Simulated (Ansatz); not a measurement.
Consider the atomization: `BOC([SiH3])[SiH3]` → B• + C• + 9 H• + O• + 2 Si•.

Calculated with Ansatz (gas phase, PBE0-D4/def2-TZVP geometries, no zero-point term in ΔE). CBS: MP2 limit from def2 TZ/QZ plus the TZ coupled-cluster correction, frozen cores. This one scheme is used for every species, atoms too. Functionals use def2-TZVPP. Open shells (•) are unrestricted, without spin–orbit coupling. Spin–orbit coupling would lower the free atoms: a little for B, C, O, Si. Each species was taken in one conformer, which may not be the lowest.

Q: What is ΔE at CCSD(T)/CBS? (Best estimate.)

A: Computed: +4738.0 kJ/mol.

Q: What do these levels give: LDA (SPW92), PBE-D4, BLYP-D4, B97M-V, B2PLYP, revPBE, PBE0, r2SCANh, LC-ωPBE, HF/def2-TZVPP, MP2/def2-QZVPP, HF/CBS(def2)? (An estimate is asked.)

A: Computed: LDA (SPW92) 5309.4, PBE-D4 4750.5, BLYP-D4 4716.0, B97M-V 4750.5, B2PLYP 4687.8, revPBE 4573.4, PBE0 4681.1, r2SCANh 4717.9, LC-ωPBE 4699.9, HF/def2-TZVPP 3591.7, MP2/def2-QZVPP 4717.0, HF/CBS(def2) 3600.4 kJ/mol.

Largest T1 diagnostic among the species: 0.014.

From PBE to PBE0 (25 % exact exchange), in def2-TZVPP and without D4, ΔE moves by −38.0 kJ/mol: exact exchange takes away binding that semilocal exchange gives to molecules. In def2-TZVPP, CCSD(T) changes the Hartree–Fock value by +1034.9 kJ/mol (the triples alone add +51.7 kJ/mol) and MP2 by +1058.8 kJ/mol; breaking electron pairs costs correlation energy, which Hartree–Fock lacks. Leaving LDA and LC-ωPBE aside and taking each functional with its dispersion term where it has one, the values, not all of them listed here, spread over 108.9 kJ/mol, from revPBE-D4 to CAM-B3LYP-D4. LDA lies +590.4 kJ/mol from PBE without D4, its usual overbinding.

For atomizations the MP2-based limit and the directly extrapolated one differ by several kJ/mol either way, and by 10 to 25 for some Ge, Se and Sn compounds, so smaller differences from it don't rank the levels.
